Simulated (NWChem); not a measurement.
Species: C2H4N2Si; SMILES C1=N[SiH2]C=N1

```xyz
9

C      1.2607    -0.3936     0.0000
N      0.5218    -1.4419     0.0000
C     -0.8809    -1.0881     0.0000
N     -1.3107     0.1094     0.0000
Si     0.1264     1.1418     0.0000
H      2.3518    -0.5198     0.0000
H     -1.5566    -1.9573     0.0000
H      0.2246     1.9833     1.2249
H      0.2246     1.9833    -1.2249
```
Atoms are numbered in this order, from 1.

All runs: NWChem. Pople sets run with spherical d functions. Geometry: optimised at PBE0/def2-SVP. Level: M05-2X/6-31G* with SMD (1 M gas to 1 M solution), gas-phase geometry. Reactions with the solvent are ignored.

Order these by “dipole in solution (D)”, lowest first: methanol; toluene; tetrahydrofuran.

toluene (2.39), tetrahydrofuran (2.62), methanol (2.71)
